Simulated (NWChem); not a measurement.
Species: Si2H3Cl2F; SMILES F[Si@H](Cl)[SiH2]Cl

```xyz
8

F      1.8052    -0.8626    -0.4266
Si     0.4176    -0.7942     0.4097
Cl    -0.6760    -2.4905    -0.0172
Si    -0.8426     1.0307    -0.3333
Cl     0.1633     2.7728     0.1738
H      0.7601    -0.7952     1.8550
H     -1.0136     0.9693    -1.8120
H     -2.1763     1.0289     0.3326
```
Atoms are numbered in this order, from 1.

Computed with NWChem. Coordinates come from a PBE0/def2-SVP optimisation. Level: PBE0/def2-SVP with SMD (1 M gas to 1 M solution), gas-phase geometry. Reactions with the solvent are ignored.

| solvent | dielectric constant | solvation free energy (kcal/mol) | cavity-dispersion-structure term (kcal/mol) | dipole in solution (D) |
|---|---|---|---|---|
| water | 78.4 | 0.8 | 3.2 | 1.69 |
| 1-propanol | 20.5 | -3.9 | -1.6 | 1.67 |
| dimethyl sulfoxide | 46.8 | -2.3 | [?] | 1.68 |
| acetone | 20.5 | -3.8 | -1.5 | 1.67 |
| toluene | 2.37 | -3.3 | -2.0 | 1.51 |
| cyclohexane | 2.02 | -2.7 | -1.6 | 1.48 |

Question: What belongs in the gaps?

Answer: 
- dimethyl sulfoxide, cavity-dispersion-structure term (kcal/mol): 0.1
